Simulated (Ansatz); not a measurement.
System: diaminoborinic acid, sum formula H5BN2O, net charge 0, singlet state. SMILES: NB(N)O
Geometry from a B3LYP-D3(BJ)/def2-TZVP (Ansatz, an electronic-structure program) optimisation:
```
B
O 1 1.3876
H 2 0.9591 1 114.34
N 1 1.4179 2 116.31 3 -180.00
H 4 1.0026 1 124.43 2 -180.00
H 4 1.0039 5 114.43 1 -180.00
N 1 1.4254 2 121.90 3 0.00
H 7 1.0036 1 123.69 2 0.00
H 7 1.0039 8 113.21 1 -180.00
```
Charge 0, spin multiplicity 1.

Computed values are from Ansatz. Correlated levels leave the core frozen unless marked. Open shells are spin-unrestricted. No spin-orbit coupling. No relativistic terms. CBS marks a two-point X^-3 extrapolation of the correlation energy; Hartree-Fock from the larger set.

```yaml
atomisation energy De: 3541.7 kJ/mol at CCSD(T)/CBS(aug-cc-pVTZ,aug-cc-pVQZ)
total_energy: -212.5143 Eh at CCSD(T)/CBS(aug-cc-pVTZ,aug-cc-pVQZ)
dipole_moment: 1.77 D at CCSD(T)/aug-cc-pVDZ
T1 diagnostic: 0.010 at CCSD/aug-cc-pVQZ
```
